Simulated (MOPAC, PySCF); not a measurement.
C10H9ClSi, SMILES `c12ccccc2cc([SiH3])c(c1)Cl`, neutral singlet in the gas phase. 

Z-matrix (Å, degrees):
```
C
C 1 1.4178
C 2 1.3751 1 120.69
H 3 1.0924 2 120.12 1 180.00
H 2 1.0931 3 120.52 4 0.00
C 3 1.4141 4 119.67 2 180.00
C 6 1.3753 3 120.48 4 -180.00
H 6 1.0926 7 119.93 3 180.00
H 7 1.0929 6 120.54 8 0.00
C 1 1.4179 2 122.14 5 0.00
C 10 1.3820 1 122.38 2 180.00
H 10 1.0942 11 119.64 1 -180.00
C 7 1.4181 9 118.89 6 180.00
C 13 1.4170 7 122.05 9 0.00
C 14 1.3726 13 119.96 7 -180.00
H 14 1.0916 15 120.13 11 180.00
Cl 15 1.7392 14 119.10 16 0.00
Si 11 1.8823 10 120.90 12 0.00
H 18 1.4928 11 111.43 10 -119.01
H 18 1.4928 19 108.99 11 123.38
H 18 1.4949 19 109.08 20 119.00
```
Charge 0, spin multiplicity 1.

All levels are single points at this geometry (PBE0-D4/def2-SVP); Pople sets use spherical d functions. Orbital energies aren't observables, and empty levels follow the basis.

| level | HOMO (eV) | LUMO (eV) | gap (eV) | dipole (D) | vertical IE, Delta-SCF (eV) |
|---|---|---|---|---|---|
| PBE0-D4/def2-TZVP in PySCF | -6.57 | -1.62 | 4.95 | 2.28 | 8.12 |
| B3LYP/LANL2DZ in PySCF | -6.30 | -1.55 | 4.75 | 2.39 | – |
| BP86/6-31G* in PySCF | -5.53 | -2.18 | 3.35 | 2.36 | – |
| PM3 in MOPAC | -8.75 | -0.55 | 8.20 | 0.97 | – |
| PM6 in MOPAC | -9.03 | -0.84 | 8.19 | 2.20 | – |
| PM7 in MOPAC | -9.11 | -0.88 | 8.23 | 2.38 | – |
